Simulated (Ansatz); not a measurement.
Molecule: sum formula MnOBrH, charge 0, multiplicity 6. The spin state was set by rule; other spins were not relaxed. 
Coordinates optimised at B3LYP-D3(BJ)/def2-TZVP (Ansatz, a first-principles code):
```xyz
4

Mn     0.1434    -0.7152     0.6016
Br    -0.2248     1.0628    -0.8910
O      0.5324    -2.0861     1.7267
H      0.0260    -2.6280     2.3322
```
Charge 0, spin multiplicity 6.

Basis-set convergence of Hartree-Fock and CCSD(T) correlation energies (hartree) with Ansatz. Correlated levels leave the core frozen unless marked. UHF or UKS for open shells. No spin-orbit coupling. The frozen core is the preceding noble-gas configuration, with the filled d and f shells of earlier blocks. No relativistic terms.

```
basis       functions        E(HF)  E(corr, CCSD(T))
----------  ---------  -----------  ----------------
def2-SVP           82  -3797.29135          -0.42392
def2-TZVPP        157          ___               ___
```

Fill in the missing entries.


- def2-TZVPP, E(HF): -3797.86220
- def2-TZVPP, E(corr, CCSD(T)): -0.58354
